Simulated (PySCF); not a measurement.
# A small calculation by hand: entropy of an ideal gas

C2H5ClSi, SMILES [SiH3]/C=C\Cl.

Geometry optimised at ωB97X-D3(BJ)/def2-SVP. The structure was generated by enumeration; whether it is a known compound was not checked.

PySCF 2.14.0 with ωB97X-D3(BJ)/def2-SVP gives the harmonic wavenumbers 125, 142, 322, 478, 640, 655, 723, 745, 840, 946, 962, 966, 992, 1163, 1328, 1695, 2261, 2265, 2266, 3197, 3234 cm⁻¹ and the rotational temperatures 0.4441, 0.1204, 0.0970 K. The molar mass is 92.60 g/mol, the symmetry number 1, the spin multiplicity 1.

Work out the entropy at 298.15 K and 1 atm in the rigid-rotor, harmonic-oscillator model.


Translation (Sackur–Tetrode at 1 atm): S = R[1.5 ln M + 2.5 ln T − 1.16487] = 165.2 J/(mol K).
Rotation: q = (√π/σ) T^1.5/√(θA θB θC) = 127000, S = R[ln q + 3/2] = 110.2 J/(mol K).
Vibration: with u = 1.4388 ν/T, each mode gives R[u/(e^u − 1) − ln(1 − e^−u)]:
```tsv
ν (cm⁻¹)	modes	u	S (J/(mol K))
125	1	0.60	12.64
142	1	0.69	11.62
322	1	1.55	5.44
478	1	2.31	2.99
640	1	3.09	1.61
655	1	3.16	1.52
723	1	3.49	1.17
745	1	3.60	1.08
840	1	4.05	0.74
946	1	4.57	0.49
962	1	4.64	0.46
966	1	4.66	0.45
992	1	4.79	0.40
1163	1	5.61	0.20
1328	1	6.41	0.10
1695	1	8.18	0.02
```
The stiffer modes add less than 0.005 each. Sum 40.9 J/(mol K).
Spin: R ln 1 = 0.0 J/(mol K).
Total 316.3 J/(mol K); the program's own thermochemistry gives 316.3. Translation makes up 52 % and vibration 13 %. Anharmonicity, hindered rotation and orbital degeneracy are left out.
